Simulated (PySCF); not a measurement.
**ORD: SMILES C#C[Si@@H]1OC[C@@H]1[SiH3], C₄H₈OSi₂**

Molfile (atoms numbered from 1):
```
C4H8OSi2
     RDKit          3D

 15 15  0  0  0  0  0  0  0  0999 V2000
    3.2618    0.0351   -0.2416 C   0  0  0  0  0  0  0  0  0  0  0  0
    2.2092   -0.3936    0.1492 C   0  0  0  0  0  0  0  0  0  0  0  0
    0.6059   -1.0797    0.7598 Si  0  0  2  0  0  4  0  0  0  0  0  0
   -0.2197   -1.9632   -0.3757 O   0  0  0  0  0  0  0  0  0  0  0  0
   -1.3521   -1.0992   -0.4711 C   0  0  0  0  0  0  0  0  0  0  0  0
   -0.9513    0.0066    0.5130 C   0  0  2  0  0  0  0  0  0  0  0  0
   -0.8178    1.7388   -0.2297 Si  0  0  0  0  0  4  0  0  0  0  0  0
    4.1812    0.4138   -0.5870 H   0  0  0  0  0  0  0  0  0  0  0  0
    0.7715   -1.8031    2.0172 H   0  0  0  0  0  0  0  0  0  0  0  0
   -1.4590   -0.7699   -1.5072 H   0  0  0  0  0  0  0  0  0  0  0  0
   -2.2493   -1.6510   -0.1829 H   0  0  0  0  0  0  0  0  0  0  0  0
   -1.6034    0.0180    1.3856 H   0  0  0  0  0  0  0  0  0  0  0  0
   -0.3618    2.6602    0.8136 H   0  0  0  0  0  0  0  0  0  0  0  0
   -2.1413    2.1516   -0.7135 H   0  0  0  0  0  0  0  0  0  0  0  0
    0.1219    1.7436   -1.3515 H   0  0  0  0  0  0  0  0  0  0  0  0
  1  2  3  0
  2  3  1  0
  3  4  1  0
  4  5  1  0
  5  6  1  0
  6  7  1  0
  6  3  1  0
  1  8  1  0
  3  9  1  1
  5 10  1  0
  5 11  1  0
  6 12  1  1
  7 13  1  0
  7 14  1  0
  7 15  1  0
M  END
```

Method used: PySCF, TDDFT B3LYP/def2-SVPD circular dichroism and optical rotation, one conformer, gas phase. Geometry: GFN2-xTB.

States above about 7.7 eV lie in this functional's continuum (it starts at minus the energy of the highest occupied orbital, well below the true ionisation energy for most functionals) and depend on the basis.

Stereocentres: Si3 S, C6 R.

(1) Give the optical rotatory dispersion at 633, 589.3, 546, 436, 405, 365, 355 nm.

(2) And for the mirror image at 589.3 nm?

(3) What is the molar rotation [Φ] = [α]·M/100 of the geometry above at 589.3 nm?

Results:

(1) [α] in deg dm⁻¹ (g/mL)⁻¹:
```
λ (nm)  origin-invariant length gauge  modified velocity gauge  length gauge (centre of mass)  isotropic polarisability (au)
   633                         +185.4                   +197.0                         +187.8                          100.3
 589.3                         +222.9                   +236.5                         +225.8                          100.8
   546                         +273.5                   +289.7                         +276.9                          101.4
   436                         +533.6                   +561.4                         +540.0                          103.9
   405                         +684.7                   +718.4                         +692.7                          105.0
   365                        +1011.0                  +1056.1                        +1022.2                          107.1
   355                        +1132.8                  +1181.7                        +1145.2                          107.7
```

(2) -222.9 deg dm⁻¹ (g/mL)⁻¹ (origin-invariant length gauge): the same size and the opposite sign.

(3) With M = 128.28 g/mol, +286.0 deg cm² dmol⁻¹ (origin-invariant length gauge).

The first excitation lies at 5.54 eV (224 nm) with R = +62.9 × 10⁻⁴⁰ esu² cm² (velocity form).
